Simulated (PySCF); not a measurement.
## PtH₃⁻, singlet: data card

These are results of PBE0/[Pt def2-TZVPD with ECP60, H def2-TZVPD], scalar-relativistic core potentials, density fitting, no spin–orbit coupling, PySCF, not measurements.

The structure is a minimum.

Z-matrix (Å, degrees; charge -1 multiplicity 1):
```
Pt
H  1 1.5062
H  1 1.6666 2 89.47
H  1 1.6666 2 89.47 3 180.00
```

| Quantity | Value |
| --- | --- |
| Point group | C2v |
| Bond lengths | Pt–H 1.506 Å, Pt–H 1.667 Å (×2) |
| Bond angles | H–Pt–H 89.5° (×2), H–Pt–H 178.9° |
| Principal polarisabilities | 57.8, 62.0, 80.1 bohr³ |
| Enthalpy at 298.15 K above 0 K | 12.02 kJ/mol |
| Entropy at 298.15 K and 1 bar | 249.2 J/(mol K) |
| Rotational constants | 7.411, 3.011, 2.141 cm⁻¹ |
| Lowest empty level | 2.97 eV |
| Principal quadrupole moments (Buckingham, traceless) about the centre of mass | -10.98, 2.73, 8.26 D Å |
| Heat capacity Cp at 298.15 K | 47.4 J/(mol K) |
| Dipole moment about the centre of mass | 1.22 D |
| Rotational symmetry number | 2 |
| Highest occupied level | -0.71 eV |
| Zero-point energy | 46.6 kJ/mol |

Harmonic modes (masses in u: Pt 194.965, H 1.008):
```json
{"symmetry": "b2", "ω (cm⁻¹)": "165", "IR (km/mol)": "126", "μ (u)": "1.01"}
{"symmetry": "b1", "ω (cm⁻¹)": "729", "IR (km/mol)": "16.7", "μ (u)": "1.02"}
{"symmetry": "a1", "ω (cm⁻¹)": "799", "IR (km/mol)": "17.8", "μ (u)": "1.02"}
{"symmetry": "b2", "ω (cm⁻¹)": "1610", "IR (km/mol)": "1272", "μ (u)": "1.02"}
{"symmetry": "a1", "ω (cm⁻¹)": "2007", "IR (km/mol)": "1.6", "μ (u)": "1.01"}
{"symmetry": "a1", "ω (cm⁻¹)": "2479", "IR (km/mol)": "70.2", "μ (u)": "1.01"}
```

In C2v the vibrations span 2b2 + b1 + 3a1. Here b1 is antisymmetric to the molecular plane and b2 lies in it.

Charges (e); Mulliken and Löwdin values are unreliable with diffuse functions:
```json
{"atom": "Pt1", "Mulliken": "-0.73", "Löwdin": "-0.17", "polar tensor": "-0.21", "Mayer order to Pt1": "–"}
{"atom": "H2", "Mulliken": "-0.01", "Löwdin": "-0.21", "polar tensor": "-0.10", "Mayer order to Pt1": "1.14"}
{"atom": "H3,4", "Mulliken": "-0.13", "Löwdin": "-0.31", "polar tensor": "-0.35", "Mayer order to Pt1": "0.67"}
```

Mulliken populations on Pt1 (electrons outside its core potential): s 3.43, p 6.35, d 8.94, f 0.01.

Outer orbital energies (eV). occupied: -5.28, -4.96, -2.00, -1.55, -1.20, -1.12, -0.71; empty: 2.97, 3.63, 3.86, 4.43.

Formally Pt is in oxidation state +2, d8, with 0 unpaired electrons (the high-spin count would be 2). The polar-tensor charge on Pt, -0.21, is far below the formal one.

Stability towards spin polarisation was not tested. Other isomers or separated fragments may lie lower. The lowest empty level of this anion is unbound, so it and the gap depend on the basis. At this level a singlet minimum of C2v symmetry lies 9 kJ/mol below this structure. With an element this heavy the missing spin–orbit coupling can shift these numbers.

The final relaxation and frequency run took 27 s on 2 threads of a shared Arm Neoverse N1 host, with 70 basis functions and 11 gradients; the process peaked at 0.86 GiB.
